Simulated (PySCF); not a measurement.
Species: C5H5NOS.
Numbering: `[CH2:1]=[N:2][c:3]1[cH:4][cH:5][c:6]([OH:7])[s:8]1` (hydrogens: H9, H10 on C1; H11 on C4; H12 on C5; H13 on O7)

The geometry is computed with GFN2-xTB (gas phase).

Problem. List the bond lengths, angles and torsions at this level.

Solution. 
| bond | length (pm) |
| --- | --- |
| C1=N2 | 126.5 |
| N2–C3 | 133.5 |
| C3–C4 | 136.8 |
| C4–C5 | 140.4 |
| C5–C6 | 136.5 |
| C6–O7 | 134.3 |
| C6–S8 | 173.2 |
| C3–S8 | 179.4 |
| C1–H9 | 109.3 |
| C1–H10 | 107.8 |
| C4–H11 | 107.5 |
| C5–H12 | 107.4 |
| O7–H13 | 96.5 |

A selection of angles:
| angle | degrees |
| --- | --- |
| N2–C1–H9 | 123.7 |
| N2–C1–H10 | 118.1 |
| H9–C1–H10 | 118.2 |
| C1–N2–C3 | 124.9 |
| N2–C3–C4 | 125.7 |
| N2–C3–S8 | 124.7 |
| C4–C3–S8 | 109.6 |
| C3–C4–C5 | 114.7 |
| C3–C4–H11 | 121.5 |
| C5–C4–H11 | 123.8 |
| C4–C5–C6 | 112.6 |
| C4–C5–H12 | 124.7 |
| C6–C5–H12 | 122.7 |
| C5–C6–O7 | 125.7 |
| C5–C6–S8 | 112.8 |
| O7–C6–S8 | 121.5 |
| C6–O7–H13 | 110.9 |
| C3–S8–C6 | 90.3 |

Torsions: C1–N2–C3–C4 -179° (antiperiplanar); H13–O7–C6–C5 180° (antiperiplanar).

The 3 C–C bonds span 1.365 Å (C5–C6, aromatic) to 1.404 Å (C4–C5, aromatic), a spread of 0.039 Å. The 2 C–S bonds span 1.732 Å (C6–S8, aromatic) to 1.794 Å (C3–S8, aromatic), a spread of 0.062 Å. The C–N distances run from 1.265 Å (C1=N2, drawn double) to 1.335 Å (N2–C3, drawn single), a spread of 0.070 Å. The 8 heavy atoms lie in one plane (0.006 Å rms). The 5-membered ring C3–C4–C5–C6–S8 has internal angles of 90.3° to 114.7°; it is planar, 0.00 Å rms from its mean plane, widest ring torsion 0°. Of the pairs four or more bonds apart, S8···H9 is among the closest relative to their van der Waals radii: 2.74 Å, 91 % of the sum of Bondi's values.

Point group: Cs (every atom within 0.08 Å of its image). No GFN2-xTB frequencies stand behind this structure, so it isn't proved a minimum. The numbers are those of one conformer (C1–N2–C3–C4 -179°, C5–C6–O7–H 180°).
